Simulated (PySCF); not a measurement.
## UHF on Si³⁺ (silicon, charge +3)

Configuration: [Ne] 3s1, 2S determinant. Computed with PySCF 2.14 in aug-cc-pVDZ-DK, with the spin-free X2C one-electron Hamiltonian (Gaussian nucleus).

```json
{"Total energy": "-287.413125 hartree", "One-electron energy": "-383.7219 hartree", "Hartree (Coulomb) energy": "115.8702 hartree", "Exchange energy": "-19.5615 hartree", "⟨S²⟩": "0.7500", "⟨L²⟩": "0.000", "Sum of ⟨r⟩": "6.432 bohr", "Sum of ⟨r²⟩": "6.948 bohr²", "Langevin diamagnetic susceptibility": "-5.50 ×10⁻⁶ cm³/mol", "Time after the integrals": "0.04 s of wall time on 1 thread of Neoverse-V2 (shared host)"}
```

```
shell  electrons  mean orbital energy (eV)  rms radius, mean of both spins (bohr)
 1s α          1                   -1915.6                                  0.129
 1s β          1                   -1915.2                                  0.129
 2s α          1                   -205.23                                  0.611
 2s β          1                   -204.36                                  0.611
 2p α          3                   -152.68                                  0.596
 2p β          3                   -152.35                                  0.596
 3s α          1                   -44.693                                   2.01
```

Densities and radii are taken from the X2C orbitals without a picture-change correction, which distorts them close to the nucleus.
